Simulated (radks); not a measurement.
Values are calculated unless marked as measured or tabulated.
Fractional charge and spin in the 5s shell of iodine: the spin-up occupation runs from 0 to 1 and the spin-down occupation from 0 to 1; the fullest corner is I+, [Kr] 4d10 5p(up 2, down 2) 5s(up 1, down 1). Code: a radial shooting solver on a logarithmic mesh with Libxc functionals. Model: scalar-relativistic Kohn-Sham, r2SCAN, spin-polarised, spherical densities, finite nucleus; meta-GGA in the generalised Kohn-Sham scheme; Fermi nuclear charge, rms radius of each element as measured or else 0.836 A^(1/3) + 0.57 fm. Energy (eV) above the fullest corner. The planes named below are the two flat planes that join the four corners, with an edge along up + down = one added electron.

| down \ up | 0 | 0.5 | 1 |
|---|---|---|---|
| 0 | 74.691 | 51.862 | 31.586 |
| 0.5 | 51.862 | 31.994 | 14.601 |
| 1 | 31.586 | 14.601 | 0.000 |

Corners above the fullest one (they belong to I2+ and the next ion): (up 1, down 0) 31.586 eV, (up 0, down 1) 31.586 eV, (up 0, down 0) 74.691 eV. With half an added electron in each spin the energy lies 0.408 eV from the planes, and with half an added electron in spin up alone -1.277 eV. The planes are only a guide here: the flat-plane condition holds for ground states with one frontier orbital, while this shell lies below other occupied shells, so the corners above the fullest one are inner-hole states and not the ground states of those ions.
